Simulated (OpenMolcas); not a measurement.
**Pb: effect of the IPEA shift**

```yaml
Program: OpenMolcas
Basis: ANO-RCC-VTZP [8s7p5d3f2g]
Scalar_Hamiltonian: DKH2, point nucleus
Active_space: 4 electrons in 4 orbitals (6s 6p)
State_averaging: 2S+1 = 3 even, 6 roots (3 in the spin-orbit step); 2S+1 = 1 even, 6 roots kept (CI in the orbitals of an earlier block); 2S+1 = 5 odd, 1 root; 2S+1 = 3 odd, 5 roots kept (CI in the orbitals of an earlier block, 0 in the spin-orbit step)
Spin-orbit_coupling: RASSI with atomic mean-field integrals over the reference wave functions, term energies averaged over their components
```

Methods on the same reference wave functions:
A. CASSCF
B. SS-CASPT2, IPEA 0 Eh, imaginary shift 0.1 Eh (closed shells correlated: 5d)
C. SS-CASPT2, IPEA 0.25 Eh, imaginary shift 0.1 Eh (closed shells correlated: 5d)

Energies in eV above 6s² 6p² ³P₀, the measured ground level; measured values from NIST Handbook of Basic Atomic Spectroscopic Data.

```tsv
Level	A	B	C	Measured
6s² 6p² ³P₀	0.0000	0.0000	0.0000	0.0000
6s² 6p² ³P₁	0.8617	0.877	0.877	0.9695
6s² 6p² ³P₂ [60 %]	1.3180	1.254	1.231	1.3205
6s² 6p² ¹D₂ [60 %]	2.6169	2.473	2.436	2.6604
6s² 6p² ¹S₀	3.6635	3.570	3.569	3.6534
```

Deviations, from unrounded energies. A percentage is the sum of absolute deviations over the sum of measured energies, with the sign that they share, or ± where signs differ.

```json
{"Against measurement": "mean absolute deviation (cm-1)", "Levels": "4", "A": "330", "B": "870", "C": "990"}
{"Against measurement": "fine structure of the ground term (%)", "Levels": "2", "A": "-4.8", "B": "-6.9", "C": "-7.9"}
{"Against measurement": "other terms of the ground configuration (%)", "Levels": "2", "A": "±0.8", "B": "-4.3", "C": "-4.9"}
```

A lies closest to measurement on these levels and C furthest from it. The largest miss of A in the table is 6s² 6p² ³P₁, by -870 cm-1. The ranking rests on the paired levels alone, and a cruder setting can come out closer through cancelling errors.

Between B and C the level of the table that moves most is 6s² 6p² ¹D₂ [60 %], by 290 cm-1 (lowest in C, highest in B). Moves below CASPT2's spread within the term are not significant.

The mean deviations of B to C differ by less than CASPT2's widest spread within a term (320 cm-1), so their order carries little weight.

From A to B the spin-free energies of the other terms of 6s² 6p² shown, above ³P, scale by factors of 0.75 to 0.94.

The lowest spin-free term lies below A's lowest term by 0.461 hartree in B, 0.451 hartree in C.

Term energies are means over components that CASPT2 splits; among the terms shown or strongly mixed into the levels shown the widest spread is 320 cm-1 (6s² 6p² ¹D, C). Some high roots are left out of the spin-orbit mixing, which shifts the levels that they would mix with. Terms from blocks run as CI alone lack orbitals of their own. Spin-orbit splittings of 6p shells tend to come out small when the coupling is added on scalar orbitals. Measured partners are found by configuration, term and J. A level has none where our copy of the source lacks it or the pairing is in doubt (some pairs that miss far off the trend of their configuration count as doubtful), and it then counts in no deviation. Where the source uses jj or jK labels, the order within each J decides. Levels of configurations outside the active space are missing. The table leaves out levels that lie high or whose names do not pair safely across all columns.

A share in square brackets marks a mixed level and gives the weight of the term that names it, the lowest over the columns.
